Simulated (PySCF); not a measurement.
Cartesian coordinates (Å):
```xyz
5

Y      0.0175     0.1106    -0.0446
Cl     2.2577     0.9335    -0.6806
Cl    -0.9001    -2.0041    -0.9323
O     -1.0621     1.1624     1.2532
H     -1.5782     1.6684     1.8847
```
Charge 0, spin multiplicity 1.

Problem. What HOMO, HOMO–LUMO gap, LUMO, total energy, dipole moment and charge on the central atom (Mulliken) does TPSSh-D3(BJ)/def2-TZVP // r2SCAN-D4/def2-SVP in PySCF 2.14.0 give?

Solution. 
| Quantity | Result |
|---|---|
| HOMO | -7.94 eV |
| HOMO–LUMO gap | 5.31 eV |
| LUMO | -2.63 eV |
| total energy | -1034.8864 Ha |
| dipole moment | 3.22 D |
| charge on the central atom (Mulliken) | 1.39 e |
